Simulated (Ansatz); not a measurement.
Basis sets compared for Si₁₆Bi (the lowest doublet isomer of a short search). The state is a doublet with charge 0. Geometry r2SCAN-D4/def2-SVP. Ansatz on 2 threads of AMD EPYC 7R13 on a shared host and a share (18 GiB) of an NVIDIA H100 80GB HBM3; times are rough, and most runs start from earlier orbitals.

Cartesian coordinates in Å:
```
Bi 2.432 2.331 1.860
Si 0.287 2.907 0.206
Si -1.372 -0.033 3.070
Si 2.541 0.039 0.397
Si 0.432 -2.472 0.346
Si -1.519 -1.395 1.052
Si -1.411 -1.267 -2.059
Si 2.086 -1.712 1.829
Si 0.797 2.122 -2.144
Si 0.818 -2.110 -2.011
Si 0.143 0.248 -0.692
Si 0.925 0.177 2.558
Si 2.219 0.026 -1.943
Si -1.154 1.303 1.180
Si -2.562 0.508 -0.543
Si -3.277 -1.722 -0.565
Si -1.387 1.049 -2.540
```

In the def2 sets Bi takes a core potential; there is no spin–orbit coupling. Single mean-field runs in def2-TZVP are fitted with def2-universal-jkfit. The structure comes from a short search, and lower isomers may exist.

Binding counts from free atoms (Bi quartet, Si triplet) in the same basis, without a counterpoise term.

```json
{"level": "PBE-D4/def2-SVP", "functions": "314", "energy (Eh)": "-4843.0227", "HOMO (eV)": "-4.85", "LUMO (eV)": "-4.31", "binding per atom (eV)": "3.85", "wall time": "5.5 s"}
{"level": "PBE0-D4/def2-SVP", "functions": "314", "energy (Eh)": "-4843.3570", "HOMO (eV)": "-5.49", "LUMO (eV)": "-3.79", "binding per atom (eV)": "3.70", "wall time": "6 s"}
```

(1) Estimate the rows for PBE-D4/def2-TZVP (with forces), PBE0-D4/def2-TZVP.

Results:

(1) 
| level | functions | energy (Eh) | HOMO (eV) | LUMO (eV) | binding per atom (eV) | wall time |
| --- | --- | --- | --- | --- | --- | --- |
| PBE-D4/def2-TZVP (with forces) | 642 | -4844.6319 | -4.74 | -4.22 | 3.89 | 7 s |
| PBE0-D4/def2-TZVP | 642 | -4844.9524 | -5.37 | -3.66 | 3.75 | 7 s |
